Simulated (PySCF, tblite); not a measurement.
Parent: `[CH3:1][c:2]1[cH:3][p:4][cH:5][cH:6][n:7]1`, C5H6NP.

Structures optimised with GFN2-xTB, isolated species. One conformer each, not checked by frequencies here.

```json
{"coordinate of the parent": "C1–C2", "value": "1.500 Å"}
{"coordinate of the parent": "C2–C3", "value": "1.388 Å"}
{"coordinate of the parent": "C3–P4", "value": "1.731 Å"}
{"coordinate of the parent": "P4–C5", "value": "1.736 Å"}
{"coordinate of the parent": "C5–C6", "value": "1.380 Å"}
{"coordinate of the parent": "C6–N7", "value": "1.321 Å"}
{"coordinate of the parent": "C2–N7", "value": "1.325 Å"}
{"coordinate of the parent": "C1–C2–C3", "value": "119.3°"}
{"coordinate of the parent": "C1–C2–N7", "value": "115.4°"}
{"coordinate of the parent": "C3–C2–N7", "value": "125.2°"}
{"coordinate of the parent": "C2–C3–P4", "value": "124.7°"}
{"coordinate of the parent": "C3–P4–C5", "value": "98.6°"}
{"coordinate of the parent": "P4–C5–C6", "value": "123.4°"}
{"coordinate of the parent": "C5–C6–N7", "value": "127.1°"}
{"coordinate of the parent": "C2–N7–C6", "value": "121.1°"}
```

**Question.** How does the shared frame change in `[CH3:1][c:2]1[cH:3][p:4][c:5]([C:6]([F:7])([F:8])[F:9])[cH:10][n:11]1`, C6H5F3NP? Atoms pair as C1 = C1, C2 = C2, C3 = C3, P4 = P4, C5 = C5, C6 = C10, N7 = N11 (parent first).

**Answer.** 
```csv
parent,relative,value in the relative,change
C1–C2,C1–C2,1.497 Å,-0.003
C2–C3,C2–C3,1.389 Å,+0.001
C3–P4,C3–P4,1.731 Å,0.000
P4–C5,P4–C5,1.745 Å,+0.009
C5–C6,C5–C10,1.387 Å,+0.007
C6–N7,C10–N11,1.315 Å,-0.006
C2–N7,C2–N11,1.328 Å,+0.003
C1–C2–C3,C1–C2–C3,119.6°,+0.3
C1–C2–N7,C1–C2–N11,115.3°,-0.1
C3–C2–N7,C3–C2–N11,125.1°,-0.1
C2–C3–P4,C2–C3–P4,125.5°,+0.8
C3–P4–C5,C3–P4–C5,97.4°,-1.2
P4–C5–C6,P4–C5–C10,124.4°,+1.0
C5–C6–N7,C5–C10–N11,126.3°,-0.8
C2–N7–C6,C2–N11–C10,121.3°,+0.2
```

Of the parent's bonds, P4–C5 changes most (+0.009 Å). Bonds of the relative outside the shared frame: C5–C6 1.493, C6–F7 1.345, C6–F8 1.345, C6–F9 1.343 Å.

**Question.** How does the shared frame change in `[CH3:1][c:2]1[cH:3][p:4][c:5]([CH:6]2[CH2:7][CH2:8]2)[cH:9][n:10]1` with P4–C5–C6–C7 35°, C8H10NP? Atoms pair as C1 = C1, C2 = C2, C3 = C3, P4 = P4, C5 = C5, C6 = C9, N7 = N10 (parent first).

**Answer.** 
```
  parent   relative  value in the relative  change
   C1–C2      C1–C2                1.500 Å   0.000
   C2–C3      C2–C3                1.386 Å  -0.002
   C3–P4      C3–P4                1.728 Å  -0.003
   P4–C5      P4–C5                1.752 Å  +0.016
   C5–C6      C5–C9                1.387 Å  +0.007
   C6–N7     C9–N10                1.318 Å  -0.003
   C2–N7     C2–N10                1.326 Å  +0.001
C1–C2–C3   C1–C2–C3                 120.1°    +0.8
C1–C2–N7  C1–C2–N10                 115.3°    -0.1
C3–C2–N7  C3–C2–N10                 124.6°    -0.6
C2–C3–P4   C2–C3–P4                 125.1°    +0.4
C3–P4–C5   C3–P4–C5                  99.2°    +0.6
P4–C5–C6   P4–C5–C9                 121.4°    -2.0
C5–C6–N7  C5–C9–N10                 128.2°    +1.1
C2–N7–C6  C2–N10–C9                 121.5°    +0.4
```

Of the parent's bonds, P4–C5 changes most (+0.016 Å). Bonds of the relative outside the shared frame: C5–C6 1.475, C6–C7 1.507, C7–C8 1.489, C6–C8 1.507 Å.

**Question.** How does the shared frame change in `[CH2:1]=[CH:2][c:3]1[cH:4][p:5][cH:6][cH:7][n:8]1` with C1–C2–C3–C4 180°, C6H6NP? Atoms pair as C1 = C2, C2 = C3, C3 = C4, P4 = P5, C5 = C6, C6 = C7, N7 = N8 (parent first).

**Answer.** 
```json
{"parent": "C1–C2", "relative": "C2–C3", "value in the relative": "1.463 Å", "change": "-0.037"}
{"parent": "C2–C3", "relative": "C3–C4", "value in the relative": "1.392 Å", "change": "+0.004"}
{"parent": "C3–P4", "relative": "C4–P5", "value in the relative": "1.731 Å", "change": "0.000"}
{"parent": "P4–C5", "relative": "P5–C6", "value in the relative": "1.734 Å", "change": "-0.002"}
{"parent": "C5–C6", "relative": "C6–C7", "value in the relative": "1.383 Å", "change": "+0.003"}
{"parent": "C6–N7", "relative": "C7–N8", "value in the relative": "1.315 Å", "change": "-0.006"}
{"parent": "C2–N7", "relative": "C3–N8", "value in the relative": "1.333 Å", "change": "+0.008"}
{"parent": "C1–C2–C3", "relative": "C2–C3–C4", "value in the relative": "118.8°", "change": "-0.5"}
{"parent": "C1–C2–N7", "relative": "C2–C3–N8", "value in the relative": "116.4°", "change": "+1.0"}
{"parent": "C3–C2–N7", "relative": "C4–C3–N8", "value in the relative": "124.8°", "change": "-0.4"}
{"parent": "C2–C3–P4", "relative": "C3–C4–P5", "value in the relative": "124.9°", "change": "+0.2"}
{"parent": "C3–P4–C5", "relative": "C4–P5–C6", "value in the relative": "98.6°", "change": "0.0"}
{"parent": "P4–C5–C6", "relative": "P5–C6–C7", "value in the relative": "123.3°", "change": "-0.1"}
{"parent": "C5–C6–N7", "relative": "C6–C7–N8", "value in the relative": "127.3°", "change": "+0.2"}
{"parent": "C2–N7–C6", "relative": "C3–N8–C7", "value in the relative": "121.1°", "change": "0.0"}
```

Of the parent's bonds, C1–C2 changes most (-0.037 Å). Bonds of the relative outside the shared frame: C1=C2 1.327 Å. Point group Cs → Cs.

The numbers are calculated, not measured.
